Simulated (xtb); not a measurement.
xtb input (GFN2-xTB):

```bash
xtb mol.xyz --gfn 2 --ohess tight --chrg 1 --uhf 0
```
mol.xyz:
```
9

C     -0.08129943     1.02461231     0.10637428
C     -0.90994756    -0.40002754    -0.08979259
C      0.48919264    -0.17251525    -0.09571838
O      1.53651288    -0.72712170    -0.28074071
H      0.01390156     1.47424428     1.05558340
H     -0.15697190     1.71534850    -0.73592086
H     -1.35864672    -0.56988411    -1.00042241
H     -1.30256903    -0.78275906     0.83711039
H      1.64489330    -1.62218118     0.16955696
```

Output:

```
           -------------------------------------------------
          |                Calculation Setup                |
           -------------------------------------------------

           -------------------------------------------------
          |                 G F N 2 - x T B                 |
           -------------------------------------------------

        Reference                      10.1021/acs.jctc.8b01176
      * Hamiltonian:
        H0-scaling (s, p, d)           1.850000    2.230000    2.230000
        zeta-weighting                 0.500000
      * Dispersion:
        s8                             2.700000
        a1                             0.520000
        a2                             5.000000
        s9                             5.000000
      * Repulsion:
        kExp                           1.500000    1.000000
        rExp                           1.000000
      * Coulomb:
        alpha                          2.000000
        third order                    shell-resolved
        anisotropic                    true
        a3                             3.000000
        a5                             4.000000
        cn-shift                       1.200000
        cn-exp                         4.000000
        max-rad                        5.000000

          ...................................................
          :                      SETUP                      :
          :.................................................:
          :  # basis functions                  21          :
          :  # atomic orbitals                  21          :
          :  # shells                           13          :
          :  # electrons                        22          :
          :  max. iterations                   250          :
          :  Hamiltonian                  GFN2-xTB          :
          :  restarted?                      false          :
          :  GBSA solvation                  false          :
          :  PC potential                    false          :
          :  electronic temp.          300.0000000     K    :
          :  accuracy                    1.0000000          :
          :  -> integral cutoff          0.2500000E+02      :
          :  -> integral neglect         0.1000000E-07      :
          :  -> SCF convergence          0.1000000E-05 Eh   :
          :  -> wf. convergence          0.1000000E-03 e    :
          :  Broyden damping             0.4000000          :
          :  net charge                          1          :
          :  unpaired electrons                  0          :
          ...................................................

 iter      E             dE          RMSdq      gap      omega  full diag
   1    -12.6254823 -0.126255E+02  0.474E+00    4.75       0.0  T
   2    -12.6806127 -0.551304E-01  0.272E+00    3.32       1.0  T
   3    -12.6841500 -0.353727E-02  0.154E+00    3.74       1.0  T
   4    -12.6856427 -0.149276E-02  0.237E-01    3.43       1.0  T
   5    -12.6858524 -0.209706E-03  0.102E-01    3.49       1.0  T
   6    -12.6858692 -0.167652E-04  0.481E-02    3.49       1.0  T
[...]
It seems to be the Cs point group
     1   6 C        2   6 C                                       1.5373811 (max)
     1   6 C        3   6 C                                       1.4316399
     2   6 C        3   6 C                                       1.4361707
     3   6 C        4   8 O                                       1.2403645
     1   6 C        5   1 H                                       1.0852400
     1   6 C        6   1 H                                       1.0851367
     2   6 C        7   1 H                                       1.0846639
     2   6 C        8   1 H                                       1.0848392
     4   8 O        9   1 H                                       0.9855982 (min)

 * 4 distinct bonds (by element types)

   Z      Z             #   av. dist./Å        max./Å        min./Å
   1 H    6 C           4     1.0849699     1.0852400     1.0846639
   6 C    6 C           3     1.4683972     1.5373811     1.4316399
   1 H    8 O           1     0.9855982     0.9855982     0.9855982
   6 C    8 O           1     1.2403645     1.2403645     1.2403645

           -------------------------------------------------
          |               Frequency Printout                |
           -------------------------------------------------
 projected vibrational frequencies (cm⁻¹)
eigval :       -0.00    -0.00    -0.00     0.00     0.00     0.00
eigval :      257.94   405.40   634.91   686.19   774.82   863.16
eigval :      981.20   995.12  1051.60  1072.97  1076.16  1140.74
eigval :     1207.86  1323.17  1362.32  1804.15  3024.80  3035.92
eigval :     3037.84  3041.28  3174.09
 reduced masses (amu)
   1: 11.47   2: 11.49   3: 11.65   4: 10.45   5: 11.34   6: 10.59   7:  7.65   8:  9.99
   9:  2.06  10:  1.83  11: 11.29  12:  2.93  13:  5.88  14:  5.63  15:  3.23  16:  5.95
  17:  3.35  18:  9.48  19:  7.81  20:  1.75  21:  3.79  22: 12.62  23:  2.05  24:  1.52
  25:  2.04  26:  1.55  27:  1.84
 IR intensities (km·mol⁻¹)
   1:  5.91   2: 13.00   3: 12.37   4: 10.57   5:  7.85   6:  8.88   7:  0.01   8: 13.40
   9: 96.66  10: 15.80  11:  0.11  12:106.94  13: 16.55  14: 88.40  15: 59.88  16: 37.50
  17:  0.58  18: 37.72  19:311.14  20:100.60  21: 18.61  22:496.89  23: 10.70  24: 53.75
  25: 62.55  26: 37.10  27:166.34
 Raman intensities (Ä⁴*amu⁻¹)
   1:  0.00   2:  0.00   3:  0.00   4:  0.00   5:  0.00   6:  0.00   7:  0.00   8:  0.00
   9:  0.00  10:  0.00  11:  0.00  12:  0.00  13:  0.00  14:  0.00  15:  0.00  16:  0.00
  17:  0.00  18:  0.00  19:  0.00  20:  0.00  21:  0.00  22:  0.00  23:  0.00  24:  0.00
  25:  0.00  26:  0.00  27:  0.00
 output can be read by thermo (or use thermo option).
 writing <g98.out> molden fake output.
 recommended (thermochemical) frequency scaling factor: 1.0
           -------------------------------------------------
          |             Thermodynamic Functions             |
           -------------------------------------------------

cs  symmetry found (for desy threshold:  0.10E+00) used in thermo

          ...................................................
          :                      SETUP                      :
          :.................................................:
          :  # frequencies                          21      :
          :  # imaginary freq.                       0      :
          :  linear?                             false      :
          :  only rotor calc.                    false      :
          :  symmetry                               cs      :
          :  rotational number                       1      :
          :  scaling factor                  1.0000000      :
          :  rotor cutoff                   50.0000000 cm⁻¹ :
          :  imag. cutoff                  -20.0000000 cm⁻¹ :
          :.................................................:

    mode    ω/cm⁻¹     T·S(HO)/kcal·mol⁻¹    T·S(FR)/kcal·mol⁻¹   T·S(vib)
   ------------------------------------------------------------------------
       1    257.94    -0.49960 ( 99.86%)    -0.57020 (  0.14%)    -0.49970
   ------------------------------------------------------------------------
Note: The following floating-point exceptions are signalling: IEEE_UNDERFLOW_FLAG IEEE_DENORMAL
normal termination of xtb

   temp. (K)  partition function   enthalpy   heat capacity  entropy
                                   cal/mol     cal/K/mol   cal/K/mol   J/K/mol
 298.15  VIB   1.94                  883.411      8.707      4.278
         ROT  0.308E+05              888.752      2.981     23.521
         INT  0.597E+05             1772.163     11.687     27.799
         TR   0.417E+27             1481.254      4.968     38.029
         TOT                        3253.4174    16.6556    65.8283   275.4258

       T/K    H(0)-H(T)+PV         H(T)/Eh          T*S/Eh         G(T)/Eh
   ------------------------------------------------------------------------
    298.15    0.518465E-02    0.756976E-01    0.312772E-01    0.444205E-01
   ------------------------------------------------------------------------

         :::::::::::::::::::::::::::::::::::::::::::::::::::::
         ::                  THERMODYNAMIC                  ::
         :::::::::::::::::::::::::::::::::::::::::::::::::::::
         :: total free energy         -12.463341712891 Eh   ::
         ::.................................................::
         :: total energy              -12.507762180430 Eh   ::
         :: zero point energy           0.070512989483 Eh   ::
         :: G(RRHO) w/o ZPVE           -0.026092521944 Eh   ::
         :: G(RRHO) contrib.            0.044420467539 Eh   ::
         :::::::::::::::::::::::::::::::::::::::::::::::::::::

optimized geometry written to: xtbopt.xyz

           -------------------------------------------------
          | TOTAL ENERGY              -12.507762180430 Eh   |
          | TOTAL ENTHALPY            -12.432064540364 Eh   |
          | TOTAL FREE ENERGY         -12.463341712891 Eh   |
          | GRADIENT NORM               0.000458717960 Eh/α |
          | HOMO-LUMO GAP               3.872011842432 eV   |
           -------------------------------------------------

------------------------------------------------------------------------
------------------------------------------------------------------------
 total:
 SCF:
 ANC optimizer:
 analytical hessian:
```

It need not be the lowest isomer of its formula.
